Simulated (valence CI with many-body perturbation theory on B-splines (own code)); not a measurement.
Results of a calculation; reference values are marked as such.
# Run record, La LI

The program does CI of the valence electrons with many-body perturbation theory for a frozen closed Dirac-Fock core.

Command, and the settings that its task file holds:

```sh
python run_cv.py task.json out
```

```
atom La  Z=57  mass_number=139  rms_radius_fm=4.8550
core [He]
valence 2s2 2p3
avg = 1
basis = S
breit = 1
cap = 10000
capref = 1200
cscale = 1
de = 0.0
dress = 0
eps = 2e-08
extrap = 1
h = 0.27
hh = 1
l2 = 3
lcore = 6
maxit = 60
n2 = 5
natural = 1
nlev = 20
nno = [3, 3, 3, 2, 1]
nroot = 26
ns = 2
nsp = [3, 3, 2, 1, 0]
pt2 = 1
qed = 1
rpa = 1
s1 = 1
s2 = 1
s3 = 1
screen = 1
tol = 2e-05
whole = 1
```

Log. The first blocks belong to the next ion, which gives the ionisation energy. Fields: 2J, parity (1 odd), roots, reference size, generating configurations, candidates as configurations/state functions, variational space P, stored matrix elements, Davidson steps; e2 is the range of second-order energies in hartree. The first line gives the box (bohr), its intervals, the orbitals and the steps of their self-consistent field. Window is the range of levels sought, series limit the energy at which the first omitted orbital would enter, core excitation an estimate of the first excitation out of the core, left out the lowest levels not solved, and shifts from estimates the range by which levels moved from their first estimate, all in cm⁻¹.

```
rmax 1.1 intervals 54 orbitals 36 references ['2s2 2p3', '2s 2p4', '2p5'] scf 3 t 0.3
2J=0 par=0 roots 2 ref 28 generators 4 cand 1153/1578 P 717/1000 nnz 0 it 0
2J=0 par=0 roots 2 ref 28 generators 4 cand 462/606 P 1017/1418 nnz 0 it 4
   second order: generators 7 cand 1418/2225 e2 -0.00001 -0.00001
reference levels 430, estimated 340, window 44780354 1/cm; series limit 56983869, core excitation 270347554
2J=3 par=1 roots 11 ref 68 generators 13 cand 5631/35030 P 1290/5181 nnz 2.4e+06 it 5
2J=3 par=1 roots 11 ref 68 generators 19 cand 7424/55355 P 2210/9998 nnz 7.3e+06 it 7
   second order: generators 21 cand 7209/54273 e2 -0.00913 -0.00213
2J=5 par=1 roots 6 ref 53 generators 12 cand 7529/65291 P 1090/4581 nnz 2.3e+06 it 8
2J=5 par=1 roots 6 ref 53 generators 16 cand 7605/67666 P 1966/9991 nnz 8e+06 it 11
   second order: generators 18 cand 7505/66563 e2 -0.01250 -0.00408
2J=1 par=1 roots 7 ref 45 generators 11 cand 4991/20138 P 1434/3982 nnz 1.3e+06 it 5
2J=1 par=1 roots 7 ref 45 generators 18 cand 6886/33083 P 2934/9998 nnz 6.8e+06 it 7
   second order: generators 21 cand 6737/33699 e2 -0.00141 -0.00033
2J=5 par=0 roots 6 ref 60 generators 13 cand 7505/63906 P 1219/4587 nnz 2.1e+06 it 5
2J=5 par=0 roots 6 ref 60 generators 17 cand 7564/68138 P 2148/9996 nnz 7.6e+06 it 6
   second order: generators 20 cand 7798/69988 e2 -0.01031 -0.00279
2J=1 par=0 roots 6 ref 53 generators 11 cand 4842/22122 P 1452/4081 nnz 1.4e+06 it 5
2J=1 par=0 roots 6 ref 53 generators 15 cand 6504/31228 P 2898/9997 nnz 7.4e+06 it 6
   second order: generators 18 cand 6371/29987 e2 -0.00074 -0.00005
2J=3 par=0 roots 8 ref 72 generators 12 cand 6522/45587 P 1252/5183 nnz 2.6e+06 it 5
2J=3 par=0 roots 8 ref 72 generators 17 cand 7442/55390 P 2153/9997 nnz 7.6e+06 it 7
   second order: generators 19 cand 7751/58828 e2 -0.01096 -0.00212
2J=7 par=1 roots 2 ref 30 generators 8 cand 5443/51154 P 895/3537 nnz 1.4e+06 it 5
2J=7 par=1 roots 2 ref 30 generators 9 cand 6027/56246 P 1837/9987 nnz 9.1e+06 it 6
   second order: generators 11 cand 5302/50301 e2 -0.00381 -0.00202
2J=7 par=0 roots 1 ref 27 generators 4 cand 3584/34169 P 892/3497 nnz 1.3e+06 it 5
2J=7 par=0 roots 1 ref 27 generators 6 cand 5524/49897 P 1710/10000 nnz 1.1e+07 it 5
   second order: generators 8 cand 5170/49668 e2 -0.00067 -0.00067
2J=9 par=0 roots 1 ref 8 generators 3 cand 2247/19335 P 866/3502 nnz 1.5e+06 it 4
2J=9 par=0 roots 1 ref 8 generators 3 cand 2048/18338 P 1655/9999 nnz 1.3e+07 it 5
   second order: generators 4 cand 2220/21464 e2 -0.00006 -0.00006
2J=9 par=1 roots 1 ref 11 generators 3 cand 2315/19423 P 764/3508 nnz 1.6e+06 it 4
2J=9 par=1 roots 1 ref 11 generators 3 cand 2133/18426 P 1531/10000 nnz 1.3e+07 it 5
   second order: generators 3 cand 1366/11934 e2 -0.00011 -0.00011
left out: unestimated 59805208, estimated 47245306, shifts from estimates -86 to 135
```

Task: What became of the run, and why?

Result: It gave no result: the setting left no core shell for the response of the core. The program said: "need at least one array to concatenate".
